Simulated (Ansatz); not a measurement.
`[NH2][Ta]([OH])([OH])=[S]` + H–F → `[OH][Ta]([OH])([F])=[S]` + NH₃  (ligand exchange at a Ta–N bond)

Program: Ansatz. Geometries: PBE0-D4/def2-TZVP. ΔE: electronic, gas phase. CCSD(T)/CBS is the MP2 limit (def2-TZVPP, def2-QZVPP) plus CCSD(T) − MP2 in def2-TZVPP, frozen cores. This one scheme is used for every species. DFT in def2-TZVPP. def2 core potentials past Kr. For Ta outer-core shells are correlated without core-valence functions, which leaves a few kJ/mol of doubt a bond. Each species was taken in one conformer, which may not be the lowest.

`[NH2][Ta]([OH])([OH])=[S]`:

Cartesian coordinates in Å:
```
N -0.931 -0.553 1.239
Ta 0.164 0.242 -0.192
O -0.586 -0.203 -1.880
O 1.906 -0.513 -0.146
S 0.186 2.381 0.157
H -1.114 -1.542 1.326
H -1.382 -0.039 1.980
H -0.997 0.347 -2.547
H 2.754 -0.120 0.063
```

H–F:

```xyz
2

F     0.362    0.281    0.040
H    -0.362   -0.281   -0.040
```

`[OH][Ta]([OH])([F])=[S]`:

Cartesian coordinates in Å:
```
O 0.353 -1.507 0.774
Ta -0.013 -0.058 -0.374
O 0.870 1.467 0.294
F 0.618 -0.445 -2.095
S -2.144 0.303 -0.432
H -0.226 -2.086 1.272
H 0.541 2.327 0.559
```

NH₃:

Cartesian coordinates in Å:
```
N -0.150 -0.134 -0.197
H -0.739 0.431 0.403
H 0.350 -0.781 0.401
H 0.539 0.485 -0.606
```

Question: Is it downhill or uphill in electronic energy at CCSD(T)/CBS, and by how much? (An estimate is asked.)

Answer: Ansatz gave: Downhill: ΔE = -0.78 eV.

Question: What do these levels give: B97M-V, CAM-B3LYP-D4, B2PLYP, LC-ωPBE, MP2/def2-SVP, MP2/CBS(def2)? (An estimate is asked.)

Answer: The calculation gave: B97M-V -1.02, CAM-B3LYP-D4 -0.93, B2PLYP -0.91, LC-ωPBE -0.96, MP2/def2-SVP -0.87, MP2/CBS(def2) -0.73 eV.

Largest T1 diagnostic among the species: 0.020, so the coupled-cluster value is less sure than usual.

From PBE to PBE0 (25 % exact exchange), in def2-TZVPP and without D4, ΔE moves by +0.05 eV. In def2-TZVPP, CCSD(T) changes the Hartree–Fock value by +0.15 eV (the triples alone add +0.01 eV) and MP2 by +0.20 eV.
